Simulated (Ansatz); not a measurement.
Start from `[OH][Ga]([F])[F]` and change one atom or group to get `[OH][Ga]([F])[Cl]`.

Ansatz, PBE0-D4/def2-TZVP geometries, multiplicity 1. Each molecule was computed in one conformer, which needn't be the lowest.

Scalar relativity is left out up to krypton.

| property | `[OH][Ga]([F])[F]` |
| --- | --- |
| HOMO energy (B3LYP/def2-TZVPP) / eV | -9.73 |
| LUMO energy (PBE/def2-TZVPP) / eV | -2.78 |
| size of the dipole moment (B3LYP/def2-TZVPP) / D | 2.05 |
| HOMO energy (ωB97M-V/def2-TZVPP) / eV | -12.49 |
| size of the dipole moment (PBE/def2-TZVPP) / D | 2.01 |
| HOMO energy (PBE/def2-TZVPP) / eV | -8.24 |

Q: Give the same properties after the change, and the shifts. (An estimate is asked.)

A: Computed: 
| property | `[OH][Ga]([F])[Cl]` | shift |
| --- | --- | --- |
| HOMO energy (B3LYP/def2-TZVPP) / eV | -9.37 | 0.36 |
| LUMO energy (PBE/def2-TZVPP) / eV | -2.62 | 0.16 |
| size of the dipole moment (B3LYP/def2-TZVPP) / D | 2.25 | 0.20 |
| HOMO energy (ωB97M-V/def2-TZVPP) / eV | -11.96 | 0.53 |
| size of the dipole moment (PBE/def2-TZVPP) / D | 2.16 | 0.15 |
| HOMO energy (PBE/def2-TZVPP) / eV | -8.05 | 0.19 |

With PBE0 the HOMO rises by 0.34 eV and the LUMO rises by 0.13 eV, so the gap narrows by about 0.21 eV. PBE moves the HOMO by 0.19 eV and ωB97M-V by 0.53 eV. Dipoles are sizes alone; their direction can turn.

B3LYP here is the variant with VWN-RPA as its local correlation; programs differ in this.
